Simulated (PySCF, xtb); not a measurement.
Se(H)(Et) (C2H6Se), SMILES CC[SeH].

GFN2-xTB in xtb at its own geometry gives an orbital gap of 4.08 eV and a dipole moment of 2.49 D.

Coordinates come from a TPSSh-D3(BJ)/def2-SVP optimisation. Other conformers were not sampled.

### Question
What does M06-2X/def2-TZVPD run with PySCF give? (The exact figures need the calculation; the answer reports its results.)

### Answer
gap 7.86 eV (levels -7.64 and 0.22 eV), dipole 1.61 D.
